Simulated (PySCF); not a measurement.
An equivalent PySCF input for Cl³⁺ (chlorine, charge +3), [Ne] 3s2 3p2, high-spin 3P determinant, with the spin-free X2C one-electron Hamiltonian (Gaussian nucleus):

```python
from pyscf import gto, scf, dft, mp, cc
import basis_set_exchange as bse
mol = gto.M(atom="Cl 0 0 0", charge=3, spin=2, symmetry="D2h",
            basis=gto.basis.parse(bse.get_basis("dyall-av3z", elements=["Cl"], fmt="nwchem")),
            nucmod="G")
mf = dft.UKS(mol, xc="TPSSH").sfx2c1e()
mf.irrep_nelec = {'Ag': (3, 3), 'B1u': (2, 1), 'B2u': (2, 1), 'B3u': (1, 1)}
mf.kernel()
```

It reaches the same state as the run whose output follows, with an energy that differs only through the grid. The run itself started from symmetry-adapted Hartree-Fock orbitals and held the occupation by maximum overlap, on a logarithmic radial grid, so the iterations belong to that start.

```
SCF conv_tol = 1e-09
number electrons alpha = 8  beta = 6
XC functionals = TPSSH
    V. N. Staroverov, G. E. Scuseria, J. Tao, and J. P. Perdew.,  J. Chem. Phys. 119, 12129 (2003)
cycle= 1 E= -458.788429136315  delta_E= -0.00701  |g|= 0.0152  |ddm|= 0.103
cycle= 2 E= -458.788520409441  delta_E= -9.13e-05  |g|= 0.00277  |ddm|= 0.00881
cycle= 3 E= -458.788524331245  delta_E= -3.92e-06  |g|= 0.000722  |ddm|= 0.00188
cycle= 4 E= -458.788524437345  delta_E= -1.06e-07  |g|= 9.37e-05  |ddm|= 0.000298
cycle= 5 E= -458.788524439316  delta_E= -1.97e-09  |g|= 3.76e-06  |ddm|= 5.03e-05
cycle= 6 E= -458.788524439318  delta_E= -1.88e-12  |g|= 2.75e-07  |ddm|= 1.9e-06
converged SCF energy = -458.788524439318  <S^2> = 2.0037531  2S+1 = 3.002501
```
